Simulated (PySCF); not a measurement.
C3H8NO (SMILES CN(C)C=[OH+]), charge +1, singlet, geometry from GFN2-xTB. Base run: DF-PBE/cc-pVDZ (PySCF).

The PySCF input:
```python
from pyscf import gto, scf, dft

mol = gto.M(
    atom='''
C    -0.731680   -1.146495    0.581472
N    -0.327490    0.162946    0.124680
C    -1.271750    1.226300    0.360898
C     0.802195    0.365265   -0.457310
O     1.638466   -0.609364   -0.661567
H    -0.932200   -1.114958    1.652420
H     0.046582   -1.878644    0.381684
H    -1.647870   -1.445998    0.072121
H    -0.902759    2.177457   -0.015184
H    -1.462619    1.317661    1.431033
H    -2.217754    0.993372   -0.129839
H     1.044303    1.376954   -0.777019
H     2.464433   -0.361970   -1.105792
''',
    basis='cc-pvdz',
    charge=1,
    spin=0,
    verbose=5,
)

mf = dft.RKS(mol)
mf.xc = 'pbe'
mf = mf.density_fit(auxbasis='def2-universal-jkfit')
mf.kernel()
```

Variants of this job, named by their change:

```csv
change,basis functions,E (Eh),HOMO (eV),HOMO-LUMO gap (eV)
base,110,-248.56307,-12.36,5.31
basis = jorge-DZP-DKH; relativity = none (without mf = mf.density_fit(auxbasis='def2-universal-jkfit')),115,-248.57046,-12.44,5.27
basis = jorge-DZP-DKH; relativity = spin-free X2C; nucleus = Gaussian (with nucmod='G'; without mf = mf.density_fit(auxbasis='def2-universal-jkfit')),115,-248.70172,-12.43,5.27
basis = x2c-TZVPall; relativity = spin-free X2C; nucleus = Gaussian (with nucmod='G'; without mf = mf.density_fit(auxbasis='def2-universal-jkfit')),203,-248.77718,-12.49,5.28
basis = x2c-SVPall; relativity = spin-free X2C; nucleus = Gaussian (with nucmod='G'; without mf = mf.density_fit(auxbasis='def2-universal-jkfit')),110,-248.49699,-12.45,5.29
basis = x2c-SVPall; relativity = none (without mf = mf.density_fit(auxbasis='def2-universal-jkfit')),110,-248.37191,-12.46,5.29
basis = x2c-SVPall; relativity = spin-free X2C (without mf = mf.density_fit(auxbasis='def2-universal-jkfit')),110,-248.49702,-12.45,5.29
basis = jorge-DZP-DKH; relativity = spin-free X2C (without mf = mf.density_fit(auxbasis='def2-universal-jkfit')),115,-248.70175,-12.43,5.27
basis = x2c-TZVPall; relativity = none (without mf = mf.density_fit(auxbasis='def2-universal-jkfit')),203,-248.64440,-12.50,5.28
basis = x2c-TZVPall; relativity = spin-free X2C (without mf = mf.density_fit(auxbasis='def2-universal-jkfit')),203,-248.77721,-12.49,5.28
```

Total energies compare only within one method and basis.

Basis sets contracted for a relativistic Hamiltonian are a mismatch without it, so the rows without relativity aren't non-relativistic limits. No row has spin-orbit coupling; sets with core potentials leave out the core electrons.
